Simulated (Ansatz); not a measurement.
`COBB(F)Cl`. Charge 0, multiplicity 1.

```tsv
atom	x (Å)	y (Å)	z (Å)
C1	-1.581	0.913	-0.001
O2	-0.488	0.151	0.478
B3	0.581	-0.130	-0.281
B4	1.821	-1.092	0.378
F5	2.855	-0.611	1.041
Cl6	1.790	-2.839	0.138
H7	-2.485	0.305	0.058
H8	-1.416	1.230	-1.034
H9	-1.703	1.790	0.638
H10	0.626	0.283	-1.415
```

(1) What are the harmonic wavenumbers in cm⁻¹ at PBE0-D4/def2-TZVP (Ansatz, finite differences of forces, unscaled)? (Estimate.)

(2) Is this a minimum?

(3) Give the ideal-gas thermochemistry at 298.15 K and 1 bar (rigid rotor, harmonic oscillator; point group C1, symmetry number 1).

Results:

(1) Ansatz gave: 41, 100, 137, 141, 259, 309, 411, 517, 692, 853, 964, 1007, 1132, 1185, 1206, 1321, 1422, 1486, 1491, 1507, 2531, 3044, 3129, 3137.

(2) Yes, all 24 modes are real.

(3) Zero-point energy 167.6 kJ/mol; H(298) − E = 189.7 kJ/mol; entropy 367.7 J/(mol·K), of which translation 167.3, rotation 117.8, vibration 82.7; G(298) − E = 80.1 kJ/mol. Modes under 100 cm⁻¹ are hindered rotations or soft bends, so the harmonic entropy is rough.
